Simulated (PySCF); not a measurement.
Nonlinear optical response: SMILES c1nc(C#C)ncn1, C$_{5}$H$_{3}$N$_{3}$

Molfile (atoms numbered from 1):
```
C5H3N3
     RDKit          3D

 11 11  0  0  0  0  0  0  0  0999 V2000
    3.0479   -0.3552   -0.2191 C   0  0  0  0  0  0  0  0  0  0  0  0
    1.8476   -0.2034   -0.1712 C   0  0  0  0  0  0  0  0  0  0  0  0
    0.4230   -0.0235   -0.1142 C   0  0  0  0  0  0  0  0  0  0  0  0
   -0.3477   -1.0897   -0.3535 N   0  0  0  0  0  0  0  0  0  0  0  0
   -1.6520   -0.8571   -0.2850 C   0  0  0  0  0  0  0  0  0  0  0  0
   -2.2191    0.3131   -0.0067 N   0  0  0  0  0  0  0  0  0  0  0  0
   -1.3567    1.3012    0.2134 C   0  0  0  0  0  0  0  0  0  0  0  0
   -0.0346    1.1992    0.1751 N   0  0  0  0  0  0  0  0  0  0  0  0
    4.1136   -0.4900   -0.2617 H   0  0  0  0  0  0  0  0  0  0  0  0
   -2.3197   -1.7065   -0.4748 H   0  0  0  0  0  0  0  0  0  0  0  0
   -1.7732    2.2887    0.4473 H   0  0  0  0  0  0  0  0  0  0  0  0
  1  2  3  0
  2  3  1  0
  3  4  2  0
  4  5  1  0
  5  6  2  0
  6  7  1  0
  7  8  2  0
  8  3  1  0
  1  9  1  0
  5 10  1  0
  7 11  1  0
M  END
```

Computed, not measured: quadratic response CAM-B3LYP/def2-TZVPD first hyperpolarisability, Taylor convention, gas phase in PySCF. Geometry: PBE0-D3(BJ)/def2-SVP.

(1) Give β for the processes computed.

(2) Which lowest excitations, dipole and polarisabilities go with it?

Results:

(1) In au, Taylor convention; the vector part is βᵢ = ⅓ Σⱼ (βᵢⱼⱼ + βⱼᵢⱼ + βⱼⱼᵢ); β∥ is 3/5 of the vector part along the dipole, the dipole points from − to +:
| process | λ (nm) | β vector norm | β∥ | β HRS | depolarisation ratio |
| --- | --- | --- | --- | --- | --- |
| static β(0;0,0) | ∞ | 222.8 | 133.7 | 108.3 | 3.33 |
| second harmonic β(−2ω;ω,ω) | 1907 | 244.3 | 146.6 | 117.9 | 3.39 |
| Pockels β(−ω;ω,0) | 1907 | 229.6 | 137.8 | – | – |
| second harmonic β(−2ω;ω,ω) | 1064 | 304.2 | 182.5 | 144.5 | 3.52 |
| Pockels β(−ω;ω,0) | 1064 | 246.0 | 147.6 | – | – |

(2) S1 4.40 eV (f = 0.000); S2 4.66 eV (f = 0.006); S3 4.87 eV (f = 0.005); dipole 0.53 D; isotropic α 77.6 au static, 77.9 au at 1907 nm, 78.6 au at 1064 nm, 78.9 au at 953.5 nm, 82.1 au at 532 nm.
